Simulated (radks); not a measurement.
Coulomb parameter of the 4f shell of neutral gadolinium in the model configuration [Xe] 4f5 5d1 6s2 6p2, as a second difference U = [E(n + 0.25) + E(n - 0.25) - 2 E(n)] / (0.25)^2 with all orbitals relaxed. "Bare": the charge of the atom changes with n. "Screened": the 6p shell takes up the change at fixed total charge, which measures U(4f,4f) + U(6p,6p) - 2 U(4f,6p). Calculated with a radial shooting solver on a logarithmic mesh with Libxc functionals: Dirac Kohn-Sham, BLYP, spin-unpolarised, spherical densities, point nucleus; open shells are shared between the two j in proportion to 2j + 1.

case,configuration,E - E(n) (eV)
start,[Xe] 4f5 5d1 6s2 6p2,0.000
bare +0.25,[Xe] 4f5.25 5d1 6s2 6p2,-6.894
bare -0.25,[Xe] 4f4.75 5d1 6s2 6p2,7.965
screened +0.25,[Xe] 4f5.25 5d1 6s2 6p1.75,-6.343
screened -0.25,[Xe] 4f4.75 5d1 6s2 6p2.25,7.026

U(bare) = 17.129 eV, U(screened by 6p) = 10.939 eV. The step up makes a negative ion, whose loosely bound charge lowers the bare value.
